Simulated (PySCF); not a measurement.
PySCF input file for acetate (C₂H₃O₂), SMILES CC(=O)[O-], charge -1, PBE-D3(BJ)/def2-SVPD. Geometry optimised at PBE-D3(BJ)/def2-SVPD.

```python
import numpy as np
from pyscf import gto, scf, dft, df
from pyscf.hessian import thermo

mol = gto.M(
    atom='''
    C    -1.34571412   -0.17313932    0.01287116
    C     0.20717239    0.02041628   -0.00434536
    O     0.90446046   -1.03255345   -0.09104529
    O     0.59845718    1.22199785    0.07595618
    H    -1.75330286    0.19930449    0.97592692
    H    -1.62926524   -1.23623084   -0.11721792
    H    -1.80952249    0.43770928   -0.78915106
    ''',
    basis='def2-SVPD',
    charge=-1,
    spin=0,
    max_memory=1600,
    verbose=3,
)
mf = dft.RKS(mol, xc='pbe').density_fit(auxbasis='def2-universal-jkfit')
mf.disp = 'd3bj'
mf.grids.level = 3
mf.conv_tol = 1e-11
mf.max_cycle = 100
mf.kernel()

# [left out here: the lines that compute and print the analytic Hessian (its translational invariance restored by hand, since the grid's response is missing), thermochemistry and intensities]
```

Log of the run:

```
converged SCF energy = -228.128218856733

WARN: DFTD3 does not support analytical Hessian, using finite difference


WARN: Mole.unit (angstrom) is changed to Bohr

Mode                                 0                   1                   2
Irrep
Freq [cm^-1]                      -18.4033            419.8431            587.2212
Reduced mass [au]                   1.0855              2.9399              2.2930
Force const [Dyne/A]               -0.0002              0.3053              0.4659
Char temp [K]                     -26.4782            604.0607            844.8806
Normal mode                   x     y     z       x     y     z       x     y     z
       0   C                 0.00  0.00  0.01    0.01 -0.11 -0.01    0.03  0.00 -0.03
       1   C                 0.00 -0.00  0.01   -0.01  0.08  0.01    0.00  0.02 -0.19
       2   O                 0.00  0.00 -0.05   -0.12  0.02  0.00   -0.01 -0.02  0.06
       3   O                -0.00 -0.00  0.04    0.12  0.04  0.00   -0.02  0.01  0.07
       4   H                -0.10  0.52 -0.24   -0.12 -0.23 -0.01    0.43  0.07  0.12
       5   H                 0.01 -0.06  0.50    0.32 -0.18 -0.01    0.01 -0.02  0.23
       6   H                 0.09 -0.42 -0.37   -0.15 -0.25 -0.03   -0.33 -0.07  0.12
Mode                                 3                   4                   5
Irrep
Freq [cm^-1]                      604.7348            849.4084            947.1496
Reduced mass [au]                   5.5187              6.8354              1.4751
Force const [Dyne/A]                1.1891              2.9057              0.7797
Char temp [K]                     870.0788           1222.1096           1362.7374
Normal mode                   x     y     z       x     y     z       x     y     z
       0   C                 0.17  0.01  0.00   -0.12 -0.01  0.00   -0.01  0.14  0.01
       1   C                 0.03  0.01  0.03    0.15  0.02 -0.00   -0.01 -0.02 -0.00
       2   O                -0.09 -0.09 -0.01    0.02 -0.12 -0.01    0.04 -0.03 -0.00
       3   O                -0.10  0.07 -0.01   -0.02  0.12  0.01   -0.04 -0.04 -0.00
       4   H                 0.12  0.01 -0.02   -0.16 -0.03 -0.00   -0.25 -0.21  0.04
       5   H                 0.19  0.02 -0.04   -0.15 -0.01  0.00    0.63 -0.02 -0.01
       6   H                 0.25  0.04 -0.02   -0.17 -0.04  0.00   -0.32 -0.20 -0.07
Mode                                 6                   7                   8
Irrep
Freq [cm^-1]                      981.4065           1239.3986           1324.1235
Reduced mass [au]                   1.9886              1.2710              9.4568
Force const [Dyne/A]                1.1285              1.1503              9.7690
Char temp [K]                    1412.0255           1783.2187           1905.1189
Normal mode                   x     y     z       x     y     z       x     y     z
       0   C                -0.00  0.01 -0.12   -0.13 -0.01  0.00    0.03 -0.01 -0.00
       1   C                 0.00 -0.01  0.17   -0.02 -0.00  0.00   -0.20 -0.03  0.00
       2   O                -0.00  0.00 -0.03    0.01 -0.02 -0.00    0.08 -0.09 -0.01
       3   O                -0.00  0.00 -0.03    0.01  0.02  0.00    0.05  0.11  0.01
       4   H                 0.45 -0.00  0.09    0.46  0.11  0.18   -0.07  0.07 -0.08
       5   H                -0.02 -0.03  0.23    0.47 -0.15 -0.04   -0.00  0.01  0.01
       6   H                -0.42 -0.00  0.12    0.45  0.15 -0.18   -0.06  0.06  0.10
Mode                                 9                  10                  11
Irrep
Freq [cm^-1]                     1380.4056           1395.1853           1627.8080
Reduced mass [au]                   1.0837              1.0518             10.7221
Force const [Dyne/A]                1.2167              1.2063             16.7392
Char temp [K]                    1986.0964           2007.3610           2342.0533
Normal mode                   x     y     z       x     y     z       x     y     z
       0   C                -0.01 -0.06 -0.00   -0.00  0.00 -0.06   -0.00  0.01  0.00
       1   C                 0.03  0.02  0.00    0.00  0.00 -0.02    0.03 -0.24 -0.02
       2   O                -0.00  0.00  0.00   -0.00  0.00  0.00   -0.05  0.08  0.01
       3   O                -0.01 -0.03 -0.00   -0.00 -0.00  0.00    0.03  0.09  0.01
       4   H                -0.18  0.54 -0.29   -0.26 -0.37  0.00   -0.04  0.03 -0.03
       5   H                 0.34 -0.12 -0.07    0.04 -0.10  0.71    0.09 -0.03 -0.01
       6   H                -0.18  0.40  0.43    0.24  0.40  0.12   -0.05  0.01  0.04
Mode                                12                  13                  14
Irrep
Freq [cm^-1]                     2936.5776           3024.0229           3036.4559
Reduced mass [au]                   1.0325              1.1014              1.1054
Force const [Dyne/A]                5.2460              5.9342              6.0050
Char temp [K]                    4225.0813           4350.8957           4368.7840
Normal mode                   x     y     z       x     y     z       x     y     z
       0   C                 0.05  0.00 -0.00   -0.00  0.01 -0.09    0.01 -0.09 -0.01
       1   C                -0.00 -0.00  0.00    0.00  0.00 -0.00    0.00 -0.00 -0.00
       2   O                 0.00 -0.00 -0.00   -0.00  0.00  0.00   -0.00  0.00  0.00
       3   O                 0.00  0.00  0.00   -0.00 -0.00  0.00   -0.00  0.00  0.00
       4   H                -0.19  0.20  0.51   -0.25  0.24  0.60   -0.11  0.09  0.28
       5   H                -0.12 -0.53 -0.07    0.01  0.06 -0.01    0.19  0.76  0.09
       6   H                -0.22  0.32 -0.42    0.27 -0.37  0.46   -0.17  0.22 -0.31
temperature 298.1500 [K]
pressure 101325.00 [Pa]
Rotational constants [GHz] 11.26295 9.84142 5.43285
Symmetry number 1
Zero-point energy (ZPE) 0.04637 [Eh]   121742.407 [J/mol]
                           tot       elec      trans        rot        vib
Entropy [J/mol/K]       268.777      0.000    159.609     99.553      9.614
Cv [J/mol/K]             47.970      0.000     12.472     12.472     23.027
Cp [J/mol/K]             56.285      0.000     20.786     12.472     23.027
Internal energy [J/mol]                      3718.434   3718.434 123863.915
Internal energy [Eh]   -228.07821  -228.12822
Enthalpy [J/mol]                             6197.391   3718.434 123863.915
Enthalpy [Eh]          -228.07726
Gibbs free energy [J/mol]                  -41390.003 -25963.437 120997.353
Gibbs free energy [Eh] -228.10779
mode   freq/cm-1   IR/(km/mol)
   1      -18.40         0.011
   2      419.84         1.845
   3      587.22         3.780
   4      604.73         5.857
   5      849.41        46.984
   6      947.15         6.216
   7      981.41         1.980
   8     1239.40         3.081
   9     1324.12       258.637
  10     1380.41        18.929
  11     1395.19         3.036
  12     1627.81       638.957
  13     2936.58        57.582
  14     3024.02        44.099
  15     3036.46        56.518
max |gradient| / (hartree/bohr): 5.4718480947598885e-05
APT charges: [-0.0637  1.1991 -0.9893 -0.9949 -0.0468 -0.0567 -0.0478]
```

Self-consistency was reached. The end point has an imaginary mode, so it is no minimum.
